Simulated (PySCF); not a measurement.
**Atomic charges against the basis set**

Species: H₈N₂Si₂.
Cartesian coordinates in Å at the PBE0-D3(BJ)/def2-SVP level; atoms count from 1:
```
atom  x, y, z in Å
N1    -2.2224    0.1179   -0.7440
Si2   -1.0125   -0.0883    0.4663
N3     0.5106   -0.4614   -0.2825
Si4    2.1033    0.1120    0.1192
H5    -3.1793   -0.1513   -0.5495
H6    -2.1767    0.8728   -1.4185
H7    -0.7038    1.0985    1.3282
H8    -1.5560   -1.1752    1.3407
H9     0.4769   -1.2152   -0.9654
H10    2.8001   -0.6927    1.1753
H11    2.0015    1.5170    0.6138
H12    2.9596    0.0656   -1.1064
```

PBE0 throughout (PySCF), one geometry, spherical d and f functions. Geometry: PBE0-D3(BJ)/def2-SVP, one conformer, isolated molecule. Atoms taken as equivalent share a column and are averaged. The first 7 of 8 kinds of atom are listed.

Mulliken charges (e):

```csv
basis,functions,N1,Si2,N3,Si4,H5/H6,H7/H8,H9
STO-3G,36,-0.601,+0.820,-0.661,+0.636,+0.166,-0.145,+0.158
6-31G,60,-1.005,+1.025,-1.137,+0.732,+0.335,-0.147,+0.363
pcSseg-0,60,-1.065,+1.136,-1.274,+0.701,+0.322,-0.118,+0.350
6-31G*,80,-0.922,+0.709,-0.876,+0.486,+0.352,-0.110,+0.365
cc-pVDZ,104,-0.305,+0.432,-0.411,+0.313,+0.110,-0.095,+0.129
def2-SVP,104,-0.414,+0.596,-0.568,+0.462,+0.138,-0.121,+0.165
"6-311+G(2d,p)",172,-0.838,+0.968,-1.034,+0.593,+0.234,-0.088,+0.240
aug-cc-pVDZ,172,-0.297,+0.308,-0.533,-0.445,-0.032,+0.209,-0.066
def2-TZVP,184,-0.637,+0.418,-0.522,+0.238,+0.241,-0.053,+0.228
IGLO-III,238,-0.697,+0.975,-0.718,+0.791,+0.199,-0.198,+0.187
cc-pVTZ,240,-0.350,+0.295,-0.288,+0.186,+0.143,-0.069,+0.129
```

IAO charges (e):

```json
{"basis": "STO-3G", "functions": "36", "N1": "-0.705", "Si2": "+0.917", "N3": "-0.808", "Si4": "+0.717", "H5/H6": "+0.195", "H7/H8": "-0.144", "H9": "+0.188"}
{"basis": "6-31G", "functions": "60", "N1": "-0.821", "Si2": "+0.851", "N3": "-0.873", "Si4": "+0.579", "H5/H6": "+0.269", "H7/H8": "-0.129", "H9": "+0.274"}
{"basis": "pcSseg-0", "functions": "60", "N1": "-0.796", "Si2": "+0.876", "N3": "-0.876", "Si4": "+0.578", "H5/H6": "+0.255", "H7/H8": "-0.134", "H9": "+0.263"}
{"basis": "6-31G*", "functions": "80", "N1": "-0.840", "Si2": "+0.975", "N3": "-0.923", "Si4": "+0.713", "H5/H6": "+0.265", "H7/H8": "-0.163", "H9": "+0.268"}
{"basis": "cc-pVDZ", "functions": "104", "N1": "-0.833", "Si2": "+0.968", "N3": "-0.918", "Si4": "+0.706", "H5/H6": "+0.263", "H7/H8": "-0.162", "H9": "+0.268"}
{"basis": "def2-SVP", "functions": "104", "N1": "-0.825", "Si2": "+0.985", "N3": "-0.917", "Si4": "+0.725", "H5/H6": "+0.259", "H7/H8": "-0.169", "H9": "+0.265"}
{"basis": "6-311+G(2d,p)", "functions": "172", "N1": "-0.876", "Si2": "+1.009", "N3": "-0.956", "Si4": "+0.743", "H5/H6": "+0.276", "H7/H8": "-0.168", "H9": "+0.277"}
{"basis": "aug-cc-pVDZ", "functions": "172", "N1": "-0.866", "Si2": "+0.974", "N3": "-0.935", "Si4": "+0.707", "H5/H6": "+0.275", "H7/H8": "-0.159", "H9": "+0.276"}
{"basis": "def2-TZVP", "functions": "184", "N1": "-0.874", "Si2": "+1.021", "N3": "-0.958", "Si4": "+0.753", "H5/H6": "+0.274", "H7/H8": "-0.172", "H9": "+0.276"}
{"basis": "IGLO-III", "functions": "238", "N1": "-0.879", "Si2": "+1.018", "N3": "-0.960", "Si4": "+0.751", "H5/H6": "+0.276", "H7/H8": "-0.170", "H9": "+0.277"}
{"basis": "cc-pVTZ", "functions": "240", "N1": "-0.868", "Si2": "+1.007", "N3": "-0.951", "Si4": "+0.738", "H5/H6": "+0.273", "H7/H8": "-0.168", "H9": "+0.276"}
```

Hirshfeld charges (e):

```csv
basis,functions,N1,Si2,N3,Si4,H5/H6,H7/H8,H9
STO-3G,36,-0.325,+0.495,-0.359,+0.408,+0.090,-0.102,+0.083
6-31G,60,-0.322,+0.387,-0.346,+0.333,+0.119,-0.088,+0.120
pcSseg-0,60,-0.320,+0.405,-0.331,+0.349,+0.117,-0.098,+0.114
6-31G*,80,-0.309,+0.356,-0.323,+0.323,+0.122,-0.090,+0.128
cc-pVDZ,104,-0.309,+0.374,-0.315,+0.334,+0.120,-0.096,+0.121
def2-SVP,104,-0.312,+0.380,-0.315,+0.340,+0.120,-0.098,+0.122
"6-311+G(2d,p)",172,-0.319,+0.387,-0.338,+0.344,+0.117,-0.089,+0.119
aug-cc-pVDZ,172,-0.323,+0.391,-0.341,+0.342,+0.117,-0.089,+0.118
def2-TZVP,184,-0.320,+0.381,-0.333,+0.337,+0.120,-0.090,+0.123
IGLO-III,238,-0.320,+0.380,-0.331,+0.333,+0.118,-0.088,+0.120
cc-pVTZ,240,-0.320,+0.382,-0.330,+0.336,+0.120,-0.091,+0.122
```

ESP-fitted charges (e):

```csv
basis,functions,N1,Si2,N3,Si4,H5/H6,H7/H8,H9
STO-3G,36,-0.924,+0.837,-0.583,+0.376,+0.312,-0.158,+0.236
6-31G,60,-1.238,+0.919,-0.852,+0.500,+0.456,-0.164,+0.392
pcSseg-0,60,-1.192,+1.061,-0.916,+0.635,+0.428,-0.210,+0.384
6-31G*,80,-1.054,+0.661,-0.641,+0.349,+0.411,-0.128,+0.352
cc-pVDZ,104,-0.930,+0.581,-0.539,+0.281,+0.367,-0.119,+0.313
def2-SVP,104,-0.966,+0.680,-0.599,+0.363,+0.373,-0.143,+0.321
"6-311+G(2d,p)",172,-1.060,+0.647,-0.573,+0.273,+0.405,-0.120,+0.332
aug-cc-pVDZ,172,-1.027,+0.663,-0.559,+0.288,+0.388,-0.127,+0.315
def2-TZVP,184,-1.044,+0.652,-0.560,+0.284,+0.400,-0.128,+0.326
IGLO-III,238,-1.030,+0.642,-0.561,+0.289,+0.394,-0.124,+0.323
cc-pVTZ,240,-0.993,+0.644,-0.554,+0.303,+0.382,-0.130,+0.316
```

Some averages cover members that differ in this geometry, most widely: H7/H8, Mulliken in aug-cc-pVDZ +0.195 to +0.223 e.

Which scheme is steadiest as the basis changes?

Largest range over the bases for any column: Hirshfeld 0.14 e, IAO 0.18 e, ESP-fitted 0.48 e, Mulliken 1.24 e. Hirshfeld charges move least and Mulliken charges most, counted in e. Without the minimal STO-3G basis the ranges are Hirshfeld 0.05, IAO 0.18, ESP-fitted 0.48, Mulliken 1.24 e.

How much do the charges still move between the two largest bases, IGLO-III and cc-pVTZ?

At most, over all atoms: Mulliken 0.681 e, IAO 0.013 e, Hirshfeld 0.004 e, ESP-fitted 0.037 e.

What do the same runs give for the total energy, the frontier levels and the dipole moment?

```csv
basis,energy (Eh),HOMO (eV),LUMO (eV),μ (D)
STO-3G,-684.7994,-3.42,7.34,0.79
6-31G,-692.8257,-6.91,0.91,1.42
pcSseg-0,-692.0183,-7.03,0.98,1.52
6-31G*,-692.9369,-7.10,0.88,1.79
cc-pVDZ,-692.9751,-7.12,0.93,1.84
def2-SVP,-692.7186,-7.18,0.97,1.84
"6-311+G(2d,p)",-693.0486,-7.38,-0.11,1.58
aug-cc-pVDZ,-692.9936,-7.32,-0.26,1.53
def2-TZVP,-693.0629,-7.36,0.38,1.72
IGLO-III,-693.0666,-7.36,0.36,1.63
cc-pVTZ,-693.0609,-7.32,0.52,1.75
```

The dipole is fixed by the density alone, so its range of 1.05 D shows that the density itself changes with the basis, not only its division among atoms.
